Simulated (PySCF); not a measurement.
Run record: geometry optimisation, `[GaH2][NH]C`.

Method: PBE0-D3(BJ)/def2-SVP geometry optimisation, gas phase (PySCF 2.14.0). Start geometry: GFN2-xTB. The input is one job of a driver script: a line of settings, then coordinates in Å.

Input:
```
{"job": {"xc": "PBE0", "basis": "def2-SVP", "d3": "d3bj", "grid": 1, "maxiter": 30, "shake": 0.01, "kind": "geom"}, "charge": 0, "multiplicity": 1}
C     -1.156260    -0.493460    -0.199920
N     -0.189120     0.475370     0.296100
Ga     1.591480     0.345570     0.086130
H     -0.617510    -1.270000    -0.730460
H     -1.870610     0.000040    -0.918670
H     -1.764550    -0.906020     0.606990
H     -0.621960     1.242580     0.793510
H      2.176120    -0.868700    -0.691580
H      2.510210     1.457460     0.724170
```

Output:
```
step   0  E = -2020.63035445  max force = 0.032245
step   1  E = -2020.63188162  max force = 0.008350
step   2  E = -2020.63219967  max force = 0.004662
step   3  E = -2020.63237302  max force = 0.001218
step   4  E = -2020.63239807  max force = 0.000462
step   5  E = -2020.63240517  max force = 0.000254
optimisation converged
```

Energies in Eh; «max force» is the largest Cartesian gradient component in Eh/bohr.

Problem. Give the first gradient maximum in eV/Å.

Solution. With 1 Eh/bohr = 51.422 eV/Å, 1.658 eV/Å.

Problem. How much energy does the optimisation release, in eV?

Solution. E(step 0) − E(last step) = 0.002051 Eh, which is 0.056 eV.

In short: final energy -2020.63241 Eh after 5 steps; dipole 1.15 D.

Problem. Give the final coordinates.

Solution. 0.048 Å rms from the input after alignment:
```
atom  x, y, z in Å
C1    -1.1645   -0.4360   -0.2704
N2    -0.1704    0.4355    0.3020
Ga3    1.6370    0.3126    0.1753
H4    -0.6777   -1.2703   -0.7991
H5    -1.8126    0.0767   -1.0063
H6    -1.8300   -0.8827    0.4921
H7    -0.5732    1.2133    0.8145
H8     2.1875   -0.9039   -0.6392
H9     2.4588    1.4304    0.8949
```

Problem. How long does this job take on one thread of an Arm Neoverse N1, no GPU, shared host? And the peak memory of the process?

Solution. About 23 s, with 0.37 GiB resident at the peak, the Python interpreter and its libraries included.
Labels such as C1 count atoms from 1, the log's own numbers from 0.
